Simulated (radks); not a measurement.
Q: The mean radii <r> (bohr) of the occupied orbitals of an atom or ion are listed with their occupations. Calculated with a radial shooting solver on a logarithmic mesh with Libxc functionals: Dirac Kohn-Sham, PBEsol, spin-unpolarised, spherical densities, finite nucleus; Fermi nuclear charge, rms radius of each element as measured or else 0.836 A^(1/3) + 0.57 fm.

orbital  occ.      <r>
1s1/2       2  0.02507
2s1/2       2   0.1067
2p1/2       2  0.08963
2p3/2       4  0.09568
3s1/2       2   0.2779
3p1/2       2   0.2667
3p3/2       4   0.2776
3d3/2     3.6   0.2465
3d5/2     5.4   0.2499

Name the element and its charge. Open shells, if any, are shared by 2j + 1.

A: Z = 57, lanthanum, charge +30: La30+ in [Ar] 3d9. The 1s radius gives Z: for a bare nucleus <r> = (2 gamma + 1)/(2Z) with gamma = sqrt(1 - (Z/c)^2), 0.02473 bohr for Z = 57, and screening makes it slightly larger (0.02507 here). The occupations add up to 27, and the charge is Z minus that.
